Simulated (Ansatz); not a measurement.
BSiH4O2F (SMILES OB(F)O[SiH3]): the vertical ionisation energy, rung by rung

The species is BSiH4O2F (9 atoms), meant as a singlet with charge 0. SMILES: `OB(F)O[SiH3]`. Geometry: relaxed at PBE0-D4/def2-TZVP. This is one conformer, not always the lowest.

Quantity: the vertical ionisation energy (to the doublet cation), in eV. The values are calculated.

| level | kind | program | value (eV) |
| --- | --- | --- | --- |
| BLYP/6-31G* (spherical functions) | GGA | Ansatz | 10.58 |
| r2SCAN/6-31G* (spherical functions) | meta-GGA | Ansatz | 11.04 |
| BHLYP/6-31G* (spherical functions) | global hybrid | Ansatz | 11.67 |
| HSE06/6-31G* (spherical functions) | range-separated hybrid | Ansatz | 11.27 |
| B2PLYP/6-31G* (spherical functions) | double hybrid | Ansatz | 11.41 |
| RPA@PBE0/6-31G* (spherical functions) | RPA | Ansatz | 11.21 |
| MP2/6-31G* (spherical functions) | perturbation theory | Ansatz | 12.27 |
| BCCD(T)/6-31G* (spherical functions) | coupled cluster or CI | Ansatz | 11.46 |
| CCSD/6-31G* (spherical functions) | coupled cluster or CI | Ansatz | 11.56 |

The values span 10.58 to 12.27 eV.
